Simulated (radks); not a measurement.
Species: I+. Configuration: [Kr] 4d10 5s2 5p3 6s1 (not the ground configuration). Calculated with a radial shooting solver on a logarithmic mesh with Libxc functionals: Dirac Kohn-Sham, BP86, spin-unpolarised, spherical densities, finite nucleus; open shells fill j = l - 1/2 first; Fermi nuclear charge, rms radius 4.75 fm. Some entries of the table are withheld. Estimate them.

orbital,occ.,eigenvalue (hartree),r(max) (bohr)
1s1/2,2,-1211.929,0.01754
2s1/2,2,-187.6238,0.09925
2p1/2,2,-176.0810,0.07612
2p3/2,4,-165.0978,0.08092
3s1/2,2,-38.28626,0.2858
3p1/2,2,-33.51152,0.2722
3p3/2,4,-31.44494,0.2829
3d3/2,4,-23.02827,(1)
3d5/2,6,-22.59377,(2)
4s1/2,2,-7.14651,0.6806
4p1/2,2,-5.47996,0.6985
4p3/2,4,-5.07694,0.7228
4d3/2,4,-2.39771,0.7731
4d5/2,6,-2.33449,0.7816
5s1/2,2,-1.10254,1.674
5p1/2,2,(3),1.890
5p3/2,1,(4),1.964
6s1/2,1,-0.25665,4.373
5d3/2,0,-0.22665,2.980
5d5/2,0,-0.22361,3.022
6p1/2,0,-0.17853,(5)
6p3/2,0,-0.17177,(6)

Answer. 
(1) 3d3/2 r(max) (bohr): 0.2300
(2) 3d5/2 r(max) (bohr): 0.2330
(3) 5p1/2 eigenvalue (hartree): -0.71702
(4) 5p3/2 eigenvalue (hartree): -0.67095
(5) 6p1/2 r(max) (bohr): 5.259
(6) 6p3/2 r(max) (bohr): 5.415
